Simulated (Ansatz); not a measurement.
Geometry optimisation of Ga₅P₄H₁₆, a cluster cut from zinc blende GaP (hydrogen-capped).

```yaml
crystal:
  periodic: [false, false, false]
  atoms:
    - {symbol: Ga, position_ang: [0.227956, -2.952603, -0.110799]}
    - {symbol: Ga, position_ang: [0.223924, -0.112111, -2.950672]}
    - {symbol: Ga, position_ang: [-2.591407, -0.006115, -0.001069]}
    - {symbol: Ga, position_ang: [0.220770, 0.109519, 2.952166]}
    - {symbol: Ga, position_ang: [0.212640, 2.952367, 0.114003]}
    - {symbol: P, position_ang: [-1.034574, -1.312664, -1.309303]}
    - {symbol: P, position_ang: [1.337301, -1.486278, 1.488093]}
    - {symbol: P, position_ang: [1.327954, 1.495639, -1.489623]}
    - {symbol: P, position_ang: [-1.042245, 1.305620, 1.310801]}
    - {symbol: H, position_ang: [1.366685, -3.609532, -1.006847]}
    - {symbol: H, position_ang: [-0.714901, -3.871167, 0.779355]}
    - {symbol: H, position_ang: [1.366398, -1.004570, -3.606013]}
    - {symbol: H, position_ang: [-0.722582, 0.772584, -3.870753]}
    - {symbol: H, position_ang: [-3.385658, -0.982421, 0.972033]}
    - {symbol: H, position_ang: [-3.386323, 0.967574, -0.976284]}
    - {symbol: H, position_ang: [-0.721646, -0.783411, 3.868478]}
    - {symbol: H, position_ang: [1.355881, 1.008162, 3.611793]}
    - {symbol: H, position_ang: [-0.735356, 3.867857, -0.773825]}
    - {symbol: H, position_ang: [1.349361, 3.613128, 1.009793]}
    - {symbol: H, position_ang: [-1.881079, -2.132682, -2.128481]}
    - {symbol: H, position_ang: [2.170666, -2.309834, 2.313434]}
    - {symbol: H, position_ang: [2.400012, -0.805793, 0.810726]}
    - {symbol: H, position_ang: [2.147729, 2.328418, -2.319259]}
    - {symbol: H, position_ang: [2.401924, 0.827483, -0.817693]}
    - {symbol: H, position_ang: [-1.893431, 2.120829, 2.129945]}
basis:
  gaussian: {orbitals: def2-SVP}
magnetization: {spin_polarized: true, initial_magnetization: 1}
hamiltonian: {xc: pbe, dispersion: d4}
scf: {lower_state_search: "off"}
output: {orbitals: {seedname: orbitals}}
relax: {f_tol: 0.03, max_steps: 70}
```

```sh
$ ansatz run in.yaml --threads 2 --pin off --events-out ev --progress --plain --max-ram 32768MiB --backend cuda --devices 0, --max-vram 18GiB
```

Shortened log:

```
Functional definition: PBE
mean field -299203.88428012 eV, -10995.5399396177 hartree, gradient 2.5e-6 eV, S^2 0.751233; 0 other end points of the search recorded, 0 dependent functions left out
relax step   1: F+E_penalty+E_count = -299205.27950206 eV  Δ(F+E_penalty+E_count) = +0.000e0 eV  max|allowed force component| = 4.839e-1 eV/Å  Δτ_max = 0.0000 Å  (64 SCF iters, accepted)
mean field -299204.07770488 eV, -10995.5470478463 hartree, gradient 2.2e-6 eV, S^2 0.751489; 0 other end points of the search recorded, 0 dependent functions left out
relax step   2: F+E_penalty+E_count = -299205.47628836 eV  Δ(F+E_penalty+E_count) = -1.968e-1 eV  max|allowed force component| = 2.620e-1 eV/Å  Δτ_max = 0.1910 Å  (28 SCF iters, accepted)
mean field -299204.12109738 eV, -10995.5486424913 hartree, gradient 4.4e-6 eV, S^2 0.751652; 0 other end points of the search recorded, 0 dependent functions left out
relax step   3: F+E_penalty+E_count = -299205.51734906 eV  Δ(F+E_penalty+E_count) = -4.106e-2 eV  max|allowed force component| = 9.820e-2 eV/Å  Δτ_max = 0.0632 Å  (24 SCF iters, accepted)
mean field -299204.15472327 eV, -10995.5498782200 hartree, gradient 2.0e-6 eV, S^2 0.751900; 0 other end points of the search recorded, 0 dependent functions left out
relax step   4: F+E_penalty+E_count = -299205.54562869 eV  Δ(F+E_penalty+E_count) = -2.828e-2 eV  max|allowed force component| = 1.125e-1 eV/Å  Δτ_max = 0.1272 Å  (27 SCF iters, accepted)
mean field -299204.16512305 eV, -10995.5502604048 hartree, gradient 1.6e-6 eV, S^2 0.751930; 0 other end points of the search recorded, 0 dependent functions left out
relax step   5: F+E_penalty+E_count = -299205.55416178 eV  Δ(F+E_penalty+E_count) = -8.533e-3 eV  max|allowed force component| = 7.545e-2 eV/Å  Δτ_max = 0.0529 Å  (22 SCF iters, accepted)
mean field -299204.15215766 eV, -10995.5497839357 hartree, gradient 5.4e-6 eV, S^2 0.751944; 0 other end points of the search recorded, 0 dependent functions left out
relax step   6: F+E_penalty+E_count = -299205.54205839 eV  Δ(F+E_penalty+E_count) = +1.210e-2 eV  max|allowed force component| = 1.952e-1 eV/Å  Δτ_max = 0.1048 Å  (23 SCF iters, rejected (line search))
mean field -299204.17232748 eV, -10995.5505251628 hartree, gradient 2.2e-6 eV, S^2 0.751930; 0 other end points of the search recorded, 0 dependent functions left out
relax step   7: F+E_penalty+E_count = -299205.56136083 eV  Δ(F+E_penalty+E_count) = -7.199e-3 eV  max|allowed force component| = 2.402e-2 eV/Å  Δτ_max = 0.0501 Å  (21 SCF iters, accepted)
mean field -299204.17881863 eV, -10995.5507637082 hartree, gradient 2.4e-6 eV, S^2 0.751958; 0 other end points of the search recorded, 0 dependent functions left out
relax step   8: F+E_penalty+E_count = -299205.56688860 eV  Δ(F+E_penalty+E_count) = -5.528e-3 eV  max|allowed force component| = 5.358e-2 eV/Å  Δτ_max = 0.0976 Å  (22 SCF iters, accepted)
mean field -299204.18500865 eV, -10995.5509911871 hartree, gradient 1.7e-6 eV, S^2 0.751985; 0 other end points of the search recorded, 0 dependent functions left out
relax step   9: F+E_penalty+E_count = -299205.57197650 eV  Δ(F+E_penalty+E_count) = -5.088e-3 eV  max|allowed force component| = 8.271e-2 eV/Å  Δτ_max = 0.1151 Å  (22 SCF iters, accepted)
mean field -299204.19255508 eV, -10995.5512685134 hartree, gradient 1.6e-6 eV, S^2 0.752022; 0 other end points of the search recorded, 0 dependent functions left out
relax step  10: F+E_penalty+E_count = -299205.57943623 eV  Δ(F+E_penalty+E_count) = -7.460e-3 eV  max|allowed force component| = 1.043e-1 eV/Å  Δτ_max = 0.1431 Å  (22 SCF iters, accepted)
mean field -299204.19738244 eV, -10995.5514459156 hartree, gradient 1.0e-5 eV, S^2 0.752116; 0 other end points of the search recorded, 0 dependent functions left out
relax step  11: F+E_penalty+E_count = -299205.58831213 eV  Δ(F+E_penalty+E_count) = -8.876e-3 eV  max|allowed force component| = 1.580e-1 eV/Å  Δτ_max = 0.1953 Å  (22 SCF iters, accepted)
mean field -299204.20877349 eV, -10995.5518645289 hartree, gradient 2.0e-6 eV, S^2 0.752289; 0 other end points of the search recorded, 0 dependent functions left out
relax step  12: F+E_penalty+E_count = -299205.59992908 eV  Δ(F+E_penalty+E_count) = -1.162e-2 eV  max|allowed force component| = 2.416e-1 eV/Å  Δτ_max = 0.1157 Å  (26 SCF iters, accepted)
mean field -299204.22744203 eV, -10995.5525505849 hartree, gradient 4.1e-6 eV, S^2 0.752881; 0 other end points of the search recorded, 0 dependent functions left out
relax step  13: F+E_penalty+E_count = -299205.63487233 eV  Δ(F+E_penalty+E_count) = -3.494e-2 eV  max|allowed force component| = 4.730e-1 eV/Å  Δτ_max = 0.1947 Å  (27 SCF iters, accepted)
mean field -299204.23531242 eV, -10995.5528398166 hartree, gradient 3.1e-6 eV, S^2 0.753448; 0 other end points of the search recorded, 0 dependent functions left out
relax step  14: F+E_penalty+E_count = -299205.65071294 eV  Δ(F+E_penalty+E_count) = -1.584e-2 eV  max|allowed force component| = 4.151e-1 eV/Å  Δτ_max = 0.1949 Å  (25 SCF iters, accepted)
mean field -299204.27308957 eV, -10995.5542281013 hartree, gradient 1.7e-6 eV, S^2 0.753313; 0 other end points of the search recorded, 0 dependent functions left out
relax step  15: F+E_penalty+E_count = -299205.69199572 eV  Δ(F+E_penalty+E_count) = -4.128e-2 eV  max|allowed force component| = 2.856e-1 eV/Å  Δτ_max = 0.0728 Å  (21 SCF iters, accepted)
mean field -299204.28674795 eV, -10995.5547300376 hartree, gradient 1.0e-6 eV, S^2 0.753319; 0 other end points of the search recorded, 0 dependent functions left out
relax step  16: F+E_penalty+E_count = -299205.71009768 eV  Δ(F+E_penalty+E_count) = -1.810e-2 eV  max|allowed force component| = 1.292e-1 eV/Å  Δτ_max = 0.0772 Å  (21 SCF iters, accepted)
mean field -299204.27381523 eV, -10995.5542547687 hartree, gradient 5.5e-6 eV, S^2 0.753230; 0 other end points of the search recorded, 0 dependent functions left out
relax step  17: F+E_penalty+E_count = -299205.70445642 eV  Δ(F+E_penalty+E_count) = +5.641e-3 eV  max|allowed force component| = 2.551e-1 eV/Å  Δτ_max = 0.2000 Å  (21 SCF iters, rejected (line search))
mean field -299204.29363387 eV, -10995.5549830905 hartree, gradient 1.6e-6 eV, S^2 0.753286; 0 other end points of the search recorded, 0 dependent functions left out
relax step  18: F+E_penalty+E_count = -299205.72052269 eV  Δ(F+E_penalty+E_count) = -1.043e-2 eV  max|allowed force component| = 4.056e-2 eV/Å  Δτ_max = 0.0958 Å  (21 SCF iters, accepted)
mean field -299204.29294027 eV, -10995.5549576010 hartree, gradient 1.2e-6 eV, S^2 0.753271; 0 other end points of the search recorded, 0 dependent functions left out
relax step  19: F+E_penalty+E_count = -299205.72264892 eV  Δ(F+E_penalty+E_count) = -2.126e-3 eV  max|allowed force component| = 7.383e-2 eV/Å  Δτ_max = 0.0473 Å  (20 SCF iters, accepted)
mean field -299204.29078108 eV, -10995.5548782523 hartree, gradient 2.0e-6 eV, S^2 0.753254; 0 other end points of the search recorded, 0 dependent functions left out
relax step  20: F+E_penalty+E_count = -299205.72574280 eV  Δ(F+E_penalty+E_count) = -3.094e-3 eV  max|allowed force component| = 9.366e-2 eV/Å  Δτ_max = 0.0815 Å  (20 SCF iters, accepted)
mean field -299204.28850679 eV, -10995.5547946735 hartree, gradient 9.3e-7 eV, S^2 0.753257; 0 other end points of the search recorded, 0 dependent functions left out
relax step  21: F+E_penalty+E_count = -299205.72831373 eV  Δ(F+E_penalty+E_count) = -2.571e-3 eV  max|allowed force component| = 6.537e-2 eV/Å  Δτ_max = 0.0870 Å  (21 SCF iters, accepted)
mean field -299204.28858639 eV, -10995.5547975990 hartree, gradient 2.5e-6 eV, S^2 0.753284; 0 other end points of the search recorded, 0 dependent functions left out
relax step  22: F+E_penalty+E_count = -299205.72987872 eV  Δ(F+E_penalty+E_count) = -1.565e-3 eV  max|allowed force component| = 5.422e-2 eV/Å  Δτ_max = 0.0512 Å  (19 SCF iters, accepted)
mean field -299204.29036813 eV, -10995.5548630768 hartree, gradient 1.9e-6 eV, S^2 0.753288; 0 other end points of the search recorded, 0 dependent functions left out
relax step  23: F+E_penalty+E_count = -299205.73142059 eV  Δ(F+E_penalty+E_count) = -1.542e-3 eV  max|allowed force component| = 4.325e-2 eV/Å  Δτ_max = 0.0517 Å  (20 SCF iters, accepted)
mean field -299204.28963404 eV, -10995.5548360993 hartree, gradient 2.3e-6 eV, S^2 0.753269; 0 other end points of the search recorded, 0 dependent functions left out
relax step  24: F+E_penalty+E_count = -299205.73214527 eV  Δ(F+E_penalty+E_count) = -7.247e-4 eV  max|allowed force component| = 4.310e-2 eV/Å  Δτ_max = 0.0210 Å  (20 SCF iters, accepted)
mean field -299204.29087804 eV, -10995.5548818153 hartree, gradient 1.6e-6 eV, S^2 0.753278; 0 other end points of the search recorded, 0 dependent functions left out
relax step  25: F+E_penalty+E_count = -299205.73287247 eV  Δ(F+E_penalty+E_count) = -7.272e-4 eV  max|allowed force component| = 2.177e-2 eV/Å  Δτ_max = 0.0174 Å  (20 SCF iters, accepted)
Total energy: -299205.73294650 eV, -10995.6078768537 hartree
Atom 0 at     0.845172    -2.610716    -0.170434 Å, force    -0.001319    -0.001735     0.007126 eV/Å
Atom 1 at    -0.336338    -0.092667    -3.111348 Å, force    -0.004769    -0.006669    -0.012168 eV/Å
Atom 2 at    -2.471559    -0.147425     0.100855 Å, force    -0.002680    -0.021765     0.001524 eV/Å
Atom 3 at    -0.392178    -0.146071     3.031300 Å, force     0.010017     0.008031     0.011586 eV/Å
Atom 4 at     0.779110     2.662754     0.053374 Å, force    -0.004665    -0.001455    -0.004846 eV/Å
Atom 5 at    -1.003489    -1.423409    -1.204210 Å, force    -0.010863     0.008153    -0.003358 eV/Å
Atom 6 at     1.354381    -1.172689     1.732280 Å, force     0.015336     0.011286    -0.002903 eV/Å
Atom 7 at     1.276889     1.179406    -1.792358 Å, force     0.021103    -0.007569     0.006443 eV/Å
Atom 8 at    -0.956295     1.430382     1.227333 Å, force    -0.004078     0.017179     0.010773 eV/Å
Atom 9 at     2.076363    -2.527827    -1.154488 Å, force     0.002201     0.002377    -0.001576 eV/Å
Atom 10 at     0.287319    -3.926971     0.495048 Å, force     0.000985    -0.005459     0.001267 eV/Å
Atom 11 at     0.485612    -0.995205    -4.112908 Å, force    -0.006540     0.009001     0.010985 eV/Å
Atom 12 at    -1.475138     0.922192    -3.512351 Å, force     0.002534    -0.002629    -0.001742 eV/Å
Atom 13 at    -3.628652    -0.793871     0.938518 Å, force     0.004088     0.002118    -0.001881 eV/Å
Atom 14 at    -2.728330     1.308290    -0.608607 Å, force    -0.003530     0.003912    -0.006960 eV/Å
Atom 15 at    -1.519522    -1.214549     3.281291 Å, force    -0.004373     0.001208    -0.004291 eV/Å
Atom 16 at     0.148010     0.884058     4.109827 Å, force    -0.004283    -0.008176    -0.003160 eV/Å
Atom 17 at     0.107406     3.959554    -0.534048 Å, force     0.001743     0.002993     0.001152 eV/Å
Atom 18 at     2.003652     2.645220     1.055119 Å, force     0.004720    -0.002842    -0.000521 eV/Å
Atom 19 at    -1.841982    -2.491232    -1.661177 Å, force     0.005840     0.010802     0.001424 eV/Å
Atom 20 at     2.155788    -1.939330     2.636068 Å, force    -0.004646     0.003744    -0.002566 eV/Å
Atom 21 at     2.307069    -0.151934     1.419177 Å, force    -0.010045    -0.012089     0.006071 eV/Å
Atom 22 at     2.077307     1.984092    -2.664200 Å, force    -0.008095    -0.005313     0.003263 eV/Å
Atom 23 at     2.300642     0.274184    -1.367399 Å, force    -0.006068     0.009737    -0.007253 eV/Å
Atom 24 at    -1.851236     2.383764     1.813336 Å, force     0.007387    -0.014841    -0.008390 eV/Å
Dipole moment:     0.168151     0.083409     0.275031 e Å
Checks for a lower state left out: stability, starts, cluster_reference, orbital_swaps, neighbouring_geometries, increment
```

Hardware: 2 threads of AMD EPYC 7R13 on a shared host and a share (18 GiB) of an NVIDIA H100 80GB HBM3. Wall time 82 s, peak host memory 1 GiB.
